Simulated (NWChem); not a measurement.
System: ZnH$_{2}$; SMILES [ZnH2]

Here is an NWChem input.

```
start job
memory heap 200 mb stack 900 mb global 1100 mb
geometry units angstroms noautoz
  Zn     0.000000     0.000000     0.000000
  H      0.000000     0.000000    -1.541123
  H      0.000000     0.000000     1.541123
end
basis spherical
  * library aug-cc-pvdz
end
dft
  xc hfexch
  iterations 150
  mulliken
end
task dft gradient
```

NWChem printed, in part:

```
             Northwest Computational Chemistry Package (NWChem) 7.3.0
             --------------------------------------------------------

 ORDER OF PRIMARY AXIS IS BEING SET TO 4
 D4H symmetry detected

                             Geometry "geometry" -> ""
                             -------------------------

 Output coordinates in angstroms (scale by  1.889725989 to convert to a.u.)

  No.       Tag          Charge          X              Y              Z
 ---- ---------------- ---------- -------------- -------------- --------------
    1 Zn                  30.0000     0.00000000     0.00000000     0.00000000
    2 H                    1.0000     0.00000000     0.00000000    -1.54112300
    3 H                    1.0000     0.00000000     0.00000000     1.54112300

 Effective nuclear repulsion energy (a.u.)      20.7739574093

      Symmetry information
      --------------------

 Group name             D4h
 Group number             28
 Group order              16
 No. of unique centers     2

  xc_inp: hfexch multiplicative factor not found.

                                 NWChem DFT Module
                                 -----------------

 Summary of "ao basis" -> "ao basis" (spherical)
 ------------------------------------------------------------------------------
       Tag                 Description            Shells   Functions and Types
 ---------------- ------------------------------  ------  ---------------------
 Zn                       aug-cc-pvdz               19       59   7s6p4d2f
 H                        aug-cc-pvdz                5        9   3s2p

      Symmetry analysis of basis
      --------------------------

        a1g        16
        a1u         0
        a2g         0
        a2u        13
        b1g         4
        b1u         2
        b2g         4
        b2u         2
        eg         12
        eu         24

            General Information
            -------------------
          SCF calculation type: DFT
          Wavefunction type:  closed shell.
          No. of atoms     :     3
          No. of electrons :    32
           Alpha electrons :    16
            Beta electrons :    16
          Charge           :     0
          Spin multiplicity:     1
          Use of symmetry is: on ; symmetry adaption is: on
          Maximum number of iterations: 150
          AO basis - number of functions:    77
                     number of shells:    29
          Convergence on energy requested:  1.00D-06
          Convergence on density requested:  1.00D-05
          Convergence on gradient requested:  5.00D-04

              XC Information
              --------------
                     Hartree-Fock (Exact) Exchange  1.000

      Superposition of Atomic Density Guess
      -------------------------------------

 Sum of atomic energies:       -1778.84540580

      Non-variational initial energy
      ------------------------------

 Total energy =   -1778.960137
 1-e energy   =   -2526.244497
 2-e energy   =     726.510403
 HOMO         =      -0.310897
 LUMO         =       0.022337

      Symmetry analysis of molecular orbitals - initial
      -------------------------------------------------

 !! scf_movecs_sym_adapt:   12 vectors were symmetry contaminated

  Symmetry fudging

 !! scf_movecs_sym_adapt:    8 vectors were symmetry contaminated

  Numbering of irreducible representations:

     1 a1g         2 a1u         3 a2g         4 a2u         5 b1g
     6 b1u         7 b2g         8 b2u         9 eg         10 eu

  Orbital symmetries:

     1 a1g         2 a1g         3 a2u         4 eu          5 eu
     6 a1g         7 a2u         8 eu          9 eu         10 a1g
    11 eg         12 eg         13 b2g        14 b1g        15 a1g
    16 a2u        17 eu         18 eu         19 a1g        20 a2u
    21 a1g        22 eu         23 eu         24 a2u        25 a1g
    26 a1g

     ---------------------------------------------
      Total Density - Mulliken Population Analysis
     ---------------------------------------------

    Atom       Charge   Shell Charges
 -----------   ------   -------------------------------------------------------
    1 Zn  30    29.85   2.00  2.00  2.00  1.16  0.00  0.21 -0.00  6.00  6.00  0.38  0.03  0.07 -0.01  9.55 -0.00  0.42  0.04  0.00  0.00
    2 H    1     1.08   0.70  0.36  0.01  0.01 -0.01
    3 H    1     1.08   0.70  0.36  0.01  0.01 -0.01

 !! scf_movecs_sym_adapt:   12 vectors were symmetry contaminated

  Symmetry fudging

 !! scf_movecs_sym_adapt:   12 vectors were symmetry contaminated

   convergence    iter        energy       DeltaE   RMS-Dens  Diis-err
 ---------------- ----- ----------------- --------- --------- ---------
 d= 0,ls=0.0,diis     1  -1778.9549316138 -1.80D+03  4.59D-03  6.41D-02

 !! scf_movecs_sym_adapt:   12 vectors were symmetry contaminated

  Symmetry fudging

 !! scf_movecs_sym_adapt:   12 vectors were symmetry contaminated

 d= 0,ls=0.0,diis     2  -1778.9663860968 -1.15D-02  2.08D-03  3.65D-02

 !! scf_movecs_sym_adapt:   10 vectors were symmetry contaminated

  Symmetry fudging

 !! scf_movecs_sym_adapt:    8 vectors were symmetry contaminated

 d= 0,ls=0.0,diis     3  -1778.9682010085 -1.81D-03  1.20D-03  3.83D-03

 !! scf_movecs_sym_adapt:    8 vectors were symmetry contaminated

  Symmetry fudging

 !! scf_movecs_sym_adapt:    8 vectors were symmetry contaminated

 d= 0,ls=0.0,diis     4  -1778.9686937036 -4.93D-04  2.02D-04  6.54D-05

 !! scf_movecs_sym_adapt:   10 vectors were symmetry contaminated

  Symmetry fudging

 !! scf_movecs_sym_adapt:   10 vectors were symmetry contaminated

 d= 0,ls=0.0,diis     5  -1778.9687009284 -7.22D-06  4.74D-05  2.03D-06

 !! scf_movecs_sym_adapt:    8 vectors were symmetry contaminated

  Symmetry fudging

 !! scf_movecs_sym_adapt:    8 vectors were symmetry contaminated

 d= 0,ls=0.0,diis     6  -1778.9687012530 -3.25D-07  6.63D-06  5.67D-08

         Total DFT energy =    -1778.968701252954
      One electron energy =    -2525.969819898358
           Coulomb energy =      796.582417472137
    Exchange-Corr. energy =      -70.355256236026
 Nuclear repulsion energy =       20.773957409293

 Numeric. integr. density =        0.000000000000

                  Occupations of the irreducible representations
                  ----------------------------------------------

                     irrep           alpha         beta
                     --------     --------     --------
                     a1g               5.0          5.0
                     a1u               0.0          0.0
                     a2g               0.0          0.0
                     a2u               3.0          3.0
                     b1g               1.0          1.0
                     b1u               0.0          0.0
                     b2g               1.0          1.0
                     b2u               0.0          0.0
                     eg                2.0          2.0
                     eu                4.0          4.0

                       DFT Final Molecular Orbital Analysis
                       ------------------------------------

 Vector   14  Occ=2.000000D+00  E=-8.063341D-01  Symmetry=eg
              MO Center= -3.7D-17,  2.1D-16,  1.1D-16, r^2= 2.8D-01
   Bfn.  Coefficient  Atom+Function         Bfn.  Coefficient  Atom+Function
  ----- ------------  ---------------      ----- ------------  ---------------
    27      0.949686  1 Zn d -1              29      0.159328  1 Zn d  1
    37      0.101328  1 Zn d -1

 Vector   15  Occ=2.000000D+00  E=-4.642813D-01  Symmetry=a1g
              MO Center= -1.1D-16,  2.9D-17, -1.1D-15, r^2= 2.5D+00
   Bfn.  Coefficient  Atom+Function         Bfn.  Coefficient  Atom+Function
  ----- ------------  ---------------      ----- ------------  ---------------
     4      0.619460  1 Zn s                 60     -0.248960  2 H  s
    69     -0.248960  3 H  s                 28      0.204460  1 Zn d  0
    43     -0.075952  1 Zn d  0               6     -0.071290  1 Zn s
    61     -0.058706  2 H  s                 70     -0.058706  3 H  s

 Vector   16  Occ=2.000000D+00  E=-3.994008D-01  Symmetry=a2u
              MO Center=  6.5D-16,  6.8D-16, -2.6D-15, r^2= 3.1D+00
   Bfn.  Coefficient  Atom+Function         Bfn.  Coefficient  Atom+Function
  ----- ------------  ---------------      ----- ------------  ---------------
    16      0.360250  1 Zn pz                60     -0.317713  2 H  s
    69      0.317713  3 H  s                 61     -0.179204  2 H  s
    70      0.179204  3 H  s                 22      0.082867  1 Zn pz
    13     -0.060049  1 Zn pz

 Vector   17  Occ=0.000000D+00  E= 2.565305D-02  Symmetry=eu
              MO Center= -1.2D-14, -1.1D-13,  1.5D-14, r^2= 2.1D+01
   Bfn.  Coefficient  Atom+Function         Bfn.  Coefficient  Atom+Function
  ----- ------------  ---------------      ----- ------------  ---------------
    24      0.976242  1 Zn py                15      0.295456  1 Zn py
    23      0.141326  1 Zn px                18     -0.134938  1 Zn py
    21     -0.065452  1 Zn py                14      0.042772  1 Zn px

[...]

                         DFT ENERGY GRADIENTS

    atom               coordinates                        gradient
                 x          y          z           x          y          z
   1 Zn      0.000000   0.000000   0.000000    0.000000   0.000000   0.000000
   2 H       0.000000   0.000000  -2.912300    0.000000   0.000000   0.009762
   3 H       0.000000   0.000000   2.912300    0.000000   0.000000  -0.009762
```

Level: Hartree-Fock/aug-cc-pVDZ. Coordinates come from a B3LYP/6-31G* (spherical d) optimisation.
